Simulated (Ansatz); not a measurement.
## Ansatz (development build ahead of 0.2.0) run

```yaml
crystal:
  periodic: [false, false, false]
  atoms:
    - { symbol: F, position_ang: [-0.93632, -0.9274, -0.93887] }
    - { symbol: Li, position_ang: [-0.90933, -0.9351, 0.92066] }
    - { symbol: Li, position_ang: [-0.92748, 0.89564, -0.93636] }
    - { symbol: F, position_ang: [-0.91668, 0.93413, 0.95667] }
    - { symbol: Li, position_ang: [0.93072, -0.91213, -0.92209] }
    - { symbol: F, position_ang: [0.91885, -0.91853, 0.94075] }
    - { symbol: F, position_ang: [0.93549, 0.92738, -0.91732] }
    - { symbol: Li, position_ang: [0.90474, 0.93601, 0.89656] }
basis:
  gaussian: { orbitals: cc-pVDZ }
hamiltonian:
  xc: hf
correlation:
  method: mp2
  frozen_orbitals: { F: 1, Li: 0 }
```

The input is written out in the form of the current development build from the run's settings.

Results

```
Converged                       : yes
Reference energy                : -428.09703 hartree
Correlation energy              : -0.83501 hartree
Total energy                    : -428.93204 hartree
Spin squared of the determinant : 0.000
```
